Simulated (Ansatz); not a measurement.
Ansatz (a first-principles code) input (wB97X-V/def2-TZVPD):

Ansatz 0.2 input:
```yaml
crystal:
  periodic: [false, false, false]
  atoms:
    - {symbol: Hf, position_ang: [-0.04800939, -0.15316092, -0.06760638]}
    - {symbol: F, position_ang: [1.79444303, 0.02377712, -0.13166984]}
    - {symbol: F, position_ang: [-0.59691384, -0.03390984, 1.69719535]}
    - {symbol: F, position_ang: [-0.81345410, 1.23542009, -1.02467444]}
basis:
  gaussian:
    orbitals: def2-TZVPD
hamiltonian:
  xc: {name: wB97X-V}
total_charge: 1
output: {forces: true}
```

End of the output:

```
mean field: 0.84 GiB planned
mean field evaluation 1: about -9437.3267 eV, gradient 1.1e2 eV
mean field evaluation 2: about -9392.9024 eV, gradient 2.1e2 eV
mean field evaluation 4: about -9455.5890 eV, gradient 2.6e0 eV
mean field evaluation 8: about -9455.6045 eV, gradient 4.2e-2 eV
mean field evaluation 16: about -9455.6251 eV, gradient 6.9e-5 eV
mean field -9455.62511913 eV, -347.4878138753 hartree, gradient 6.9e-5 eV, S^2 0.000000; 0 other end points of the search recorded, 0 dependent functions left out
the calculation of the forces begins
reference -9455.62511633 eV, -347.4878137722 hartree; 19, 19 occupied and 144, 144 virtual orbitals, 976 factors
Total energy: -9455.62511633 eV, -347.4878137722 hartree
Atom 0 at    -0.048009    -0.153161    -0.067606 Å, force     0.084671     0.270193     0.119235 eV/Å
Atom 1 at     1.794443     0.023777    -0.131670 Å, force    -0.164445    -0.058634    -0.014203 eV/Å
Atom 2 at    -0.596914    -0.033910     1.697195 Å, force     0.031077    -0.053918    -0.163734 eV/Å
Atom 3 at    -0.813454     1.235420    -1.024674 Å, force     0.048697    -0.157641     0.058702 eV/Å
Dipole moment:    -0.285774    -0.911678    -0.402424 e Å
```

The spin state was set by rule; other spins were not relaxed.
